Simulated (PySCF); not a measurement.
An excited-state job on `COCS[Si@@H]1C[C@H]1F`.

Method: TDDFT B3LYP/def2-SVPD, vertical, gas phase, core orbitals frozen in the response (PySCF 2.14.0, density-fitted response routines). Geometry: GFN2-xTB. A driver script takes a list of jobs; this job's settings line and coordinates (Å) are shown.

Input:
```
{"job": {"kind": "uv", "xc": "B3LYP", "basis": "def2-SVPD", "nstates": 8, "ntriplets": 3}, "charge": 0, "multiplicity": 1}
C      2.383595     0.750388    -0.556276
O      1.213023     0.004726    -0.310299
C      1.417868    -1.363830    -0.123922
S     -0.212809    -2.080988     0.205848
Si    -1.210585    -0.192750    -0.000568
C     -1.588018     0.810356     1.546122
C     -2.768836    -0.044191     1.067690
F     -3.826524     0.686164     0.581477
H      2.874632     0.413308    -1.475384
H      2.068119     1.785602    -0.663480
H      3.084394     0.662190     0.280275
H      2.075678    -1.563059     0.731759
H      1.838088    -1.837021    -1.020830
H     -1.264969     0.350831    -1.337057
H     -1.184783     0.550272     2.515255
H     -1.747499     1.874691     1.451882
H     -3.158370    -0.794657     1.747059
```

Output:
```
coarse grid: 15344 points
cycle   1  E = -1019.9129462698  dE =  9.150e-01  |g| = 6.708e-01  |ddm| = 5.782e+00
cycle   2  E = -1019.8082038356  dE =  1.047e-01  |g| = 1.014e+00  |ddm| = 1.738e+00
cycle   3  E = -1020.0040762007  dE = -1.959e-01  |g| = 9.781e-02  |ddm| = 9.563e-01
cycle   4  E = -1020.0056416598  dE = -1.565e-03  |g| = 4.636e-02  |ddm| = 1.760e-01
cycle   5  E = -1020.0061624304  dE = -5.208e-04  |g| = 1.216e-02  |ddm| = 7.662e-02
cycle   6  E = -1020.0061973013  dE = -3.487e-05  |g| = 3.918e-03  |ddm| = 2.300e-02
cycle   7  E = -1020.0062015467  dE = -4.245e-06  |g| = 7.485e-04  |ddm| = 6.972e-03
final grid: 139664 points
cycle   8  E = -1020.1400354930  dE = -4.257e-05  |g| = 6.752e-03  |ddm| = 1.027e-01
cycle   9  E = -1020.1400237898  dE =  1.170e-05  |g| = 1.029e-02  |ddm| = 1.706e-02
cycle  10  E = -1020.1400451234  dE = -2.133e-05  |g| = 8.326e-04  |ddm| = 9.860e-03
cycle  11  E = -1020.1400452773  dE = -1.539e-07  |g| = 1.976e-04  |ddm| = 1.252e-03
cycle  12  E = -1020.1400452853  dE = -7.975e-09  |g| = 9.002e-05  |ddm| = 3.604e-04
cycle  13  E = -1020.1400452874  dE = -2.104e-09  |g| = 2.197e-05  |ddm| = 1.431e-04
cycle  14  E = -1020.1400452875  dE = -9.368e-11  |g| = 7.673e-06  |ddm| = 3.382e-05
converged SCF energy = -1020.1400452875

Static polarisability (au): isotropic 102.906, principal 85.367 98.492 124.860

Singlet excitations
state   eV       nm        f      main configurations
  1   5.1055    242.8   0.01924   H->L 0.65, H->L+1 0.21, H-1->L 0.09
  2   5.4619    227.0   0.01048   H->L+1 0.62, H-1->L 0.23
  3   5.5357    224.0   0.02021   H-1->L 0.48, H->L 0.24, H-1->L+1 0.15
  4   5.7110    217.1   0.01636   H->L+2 0.75
  5   5.9505    208.4   0.00485   H->L+3 0.41, H-1->L+1 0.27, H-1->L+2 0.13
  6   6.0242    205.8   0.01063   H-1->L+1 0.47, H->L+3 0.33, H-1->L 0.09
  7   6.2447    198.5   0.00121   H-1->L+2 0.72, H->L+3 0.11
  8   6.3337    195.8   0.05510   H->L+5 0.69, H-1->L+2 0.09, H->L+4 0.09

Triplet excitations (Tamm-Dancoff, eV): 4.6869 4.9863 5.1673
```

The SCF starts on a coarse grid where the log names one; the energy can jump when the final grid takes over, and dE then counts from the start density on the new grid. H and L stand for HOMO and LUMO; the number after each pair is its weight.

**Question.** Which computed singlet has the largest oscillator strength, and what do all of them sum to?

**Answer.** State 8 at 6.33 eV (196 nm), f = 0.055; the 8 states sum to 0.138.

Summary of the converged run: HOMO -6.25 eV, LUMO -0.26 eV; lowest singlet 5.11 eV; lowest triplet 4.69 eV (Tamm–Dancoff); mean polarisability 102.9 au.

Hardware: an Arm Neoverse N1 with one thread, no GPU (shared host). Cost: 91 s of wall time.

One conformer stands for the species.
Labels such as C1 count atoms from 1, the log's own numbers from 0.
